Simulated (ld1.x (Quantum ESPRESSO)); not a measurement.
## What one change does to a pseudopotential (technetium, TM)

| Item | Value |
| --- | --- |
| Element | Tc (Z = 43) |
| Generator | ld1.x (Quantum ESPRESSO) 7.5 |
| Type | norm-conserving Troullier–Martins (Kleinman–Bylander form) |
| Functional | LDA (PZ) |
| Relativity | scalar-relativistic |
| Frozen core | [Kr] |
| Valence charge | 7 |
| Reference configuration | 4d5 5s2 5p0 |
| Partial waves | 5p (bound, empty): rc 2.95 bohr; 4d (bound): rc 2.15 bohr; 5s (bound): rc 2.95 bohr |
| Local potential | the s channel |
| Core correction | Bessel-smoothed model core inside 2.25 bohr |

Change: all radii but the core radius scaled by about 1.05 (s 3.10, p 3.10, d 2.26 bohr).

Cutoffs: the cutoffs (Ry, on a coarse ladder) from which the occupation-weighted sum of valence levels, in a spherical-Bessel basis at the reference potential, stays within 10 and 1 mRy of its value at 400 Ry; they do not see the model core or the augmentation charge, which bear on the density cutoff. Errors are all-electron minus pseudo energies relative to the spin-unpolarised reference configuration.

Question: What does the change do?

Answer: The potential gets neither clearly harder nor softer (40 Ry and 45 Ry → 40 Ry and 45 Ry); of the 9 tests that both files solve, the error grows in 0 and shrinks in 1 by more than 15 % and 0.3 meV (median size 147.3 → 127.3 meV); neither file shows a bound ghost.

```csv
quantity,base,changed
"cutoff, loose",40 Ry,40 Ry
"cutoff, tight",45 Ry,45 Ry
bound ghosts,none,none
"error for 4d5 5s1 5p0, meV [ΔE 8.43 eV]",-5.7,-5.0
"error for 4d5 5s0 5p0, meV [ΔE 23.63 eV]",-38,-39
"error for 4d4 5s0 5p0, meV [ΔE 52.56 eV]",-234,-260
"error for 4d3 5s0 5p0, meV [ΔE 94.79 eV]",-877,-914
"error for 4d5.5 5s1.5 5p0, meV [ΔE -0.60 eV]",-26,-23
"error for 4d4 5s2 5p0, meV [ΔE 11.80 eV]",-99,-81
"error for 4d6 5s0 5p0, meV [ΔE 6.55 eV]",-147,-127
"error for 4d5 5s2 5p0 (spin-polarised), meV [ΔE -3.49 eV]",+1019,+1025
"error for 4d5 5s1 5p0 (spin-polarised), meV [ΔE 3.83 eV]",+1113,+1124
```
